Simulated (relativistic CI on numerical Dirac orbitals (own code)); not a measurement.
## Ti4+ in a cubic cluster: L2,3 absorption with charge transfer

Computed with a charge-transfer multiplet model of a cubic metal-ligand cluster with up to 2 ligand holes, Slater and spin-orbit integrals from Dirac-Coulomb-Breit ions, Slater integrals scaled by 0.7. The ground state mixes d0 with configurations of k ligand holes L, whose averages lie at kΔ + k(k − 1)U_dd/2; a core hole lowers each added d electron by U_cd. 20 K, Lorentzian 0.4 eV and Gaussian 0.3 eV FWHM.

Atomic integrals in eV (Slater integrals scaled, ζ unscaled), ground: F2dd 5.756, F4dd 3.579, zeta_d 0.013; with the core hole: F2dd 5.756, F4dd 3.579, zeta_d 0.032, zeta_core 3.741, F2cd 4.433, G1cd 3.312, G3cd 1.881. Where a configuration has fewer than two d electrons, the dd integrals are those of d2.

Cluster parameters (eV): U_dd = 5, U_cd = 6.2, 10Dq = 1.15, 10Dq(ligand) = 1, V(eg) = 2.75, V(t2g) = -1.46, final-state hopping factor = 0.9.

```csv
Case,n_d,d0,d1L,d2L2,S
Δ = 2.4 eV,0.75,0.38,0.50,0.12,0.00
Δ = 4.4 eV,0.60,0.49,0.43,0.08,0.00
Δ = 5.4 eV,0.53,0.54,0.40,0.06,0.00
```

Weights, n_d and S are thermal averages at 20 K. Photon energies count from the first peak over 30 % of the highest in each spectrum, which can be another peak from case to case. The parameters are a model scan and need not match a compound or its usual spin state. Peaks in eV (height, largest 100):
- Δ = 2.4 eV: 0.0 (30), 2.0 (100), 5.5 (34), 7.4 (79)
- Δ = 4.4 eV: -2.0 (27), 0.0 (100), 3.4 (34), 5.3 (94)
- Δ = 5.4 eV: -2.0 (25), 0.0 (100), 3.2 (35), 5.4 (100)

A d0 ion has no d-d gap: its lowest excitations are ligand-to-metal charge transfer. With the core hole the configuration with one ligand hole lies at Δ + U_dd − U_cd = 1.2, 3.2, 4.2 eV from the one without, in the order of the table; where this is negative the screened configuration lies lower, though the effective hopping of about 5.6 eV (from the holes of the mixed ground state) mixes the two strongly wherever it is as large as the gap.

With at most 2 ligand holes the space is cut while the next configuration still counts, so covalency is underestimated, and a final configuration with one more ligand hole, which can lie low, is missing from the spectra.
